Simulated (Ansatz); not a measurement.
A geometry relaxed with B3LYP-D3(BJ)/def2-TZVP in Ansatz (a first-principles code), charge 0, multiplicity 1:

```xyz
11

B      1.7619     0.6463    -0.2545
H      2.2141     1.1994    -1.2152
C     -1.5085     0.2944    -0.4445
H      1.4213    -1.7704    -0.3963
H     -2.1895     0.2347     0.4090
N     -0.5622    -0.8087    -0.4518
B      0.8230    -0.7235    -0.3743
H      2.1123     1.0916     0.8001
H     -2.1084     0.3153    -1.3584
H     -1.0007    -1.7145    -0.5207
H     -0.9634     1.2355    -0.3767
```

**Question.** Write the SMILES of this molecule.

**Answer.** `BBNC`
